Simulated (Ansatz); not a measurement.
Cu2H2. Total charge 0; singlet. Geometry r2SCAN-D4/def2-TZVP, that of the charge +1 doublet.

Cartesian coordinates in Å:
```
Cu -1.0575 -0.0510 -0.4441
Cu 1.0571 0.0514 0.4438
H 0.2804 0.8740 -0.7658
H -0.2800 -0.8744 0.7660
```

The structure comes from a short search, and lower isomers may exist.

(1) Estimate the orbital energies around the gap (eV) in Ansatz with PBE-D4/def2-TZVP, r2SCAN-D4/def2-TZVP, PBE0-D4/def2-TZVP.

## Answers

(1) 
```tsv
orbital	PBE-D4/def2-TZVP	r2SCAN-D4/def2-TZVP	PBE0-D4/def2-TZVP
HOMO−5	-5.73	-5.77	-7.62
HOMO−4	-5.68	-5.72	-7.52
HOMO−3	-5.57	-5.60	-7.45
HOMO−2	-5.57	-5.60	-7.44
HOMO−1	-5.49	-5.52	-7.31
HOMO	-3.83	-3.89	-4.93
LUMO	-3.40	-3.05	-2.28
LUMO+1	-1.71	-1.28	-0.74
LUMO+2	0.10	0.42	1.28
LUMO+3	1.35	1.73	2.27
LUMO+4	1.58	2.06	2.52
LUMO+5	2.03	2.79	2.92
```
